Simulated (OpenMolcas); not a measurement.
An OpenMolcas run meant for Ni6+ (ANO-R2, X2C; inactive shells 1s 2s 2p 3s 3p; intended active space 4 electrons in 5 orbitals (3d)). One step of its input:

```
&RASSCF
FileOrb=start.orb
Symmetry=1
Spin=5
nActEl=4 0 0
Inactive=3 6
Ras2=5 0
CIRoot=10 10 1
SDav=5
CIMx=300
Iter=93 100
PrWF=0.3
OrbListing=Nothing
MaxOrb=0
Atom
>>> COPY $Project.JobIph JOB001
```

Lines from the output:

```
...
      Number of secondary orbitals              50
      Spin quantum number                      2.0
      State symmetry                             1
Orbital specifications:
      -----------------------

      Symmetry species                           1   2
                                                ag  au
      Frozen orbitals                            0   0
      Inactive orbitals                          3   6
      Active orbitals                            5   0
      RAS1 orbitals                              0   0
      RAS2 orbitals                              5   0
      RAS3 orbitals                              0   0
      Secondary orbitals                        27  23
      Deleted orbitals                           0   0
      Number of basis functions                 35  29
      Number of CSFs                             5
      Number of root(s) required                10
 ************ ERROR ***********
  You can't ask for more roots
  than there are configurations
 ******************************
--- Stop Module: rasscf at  /rc=_RC_INPUT_ERROR_ ---
.####################.
.# User input error #.
.####################.
```

Problem. What is wrong with the input?

Solution. CIRoot asks for more roots than the active space has configuration state functions.
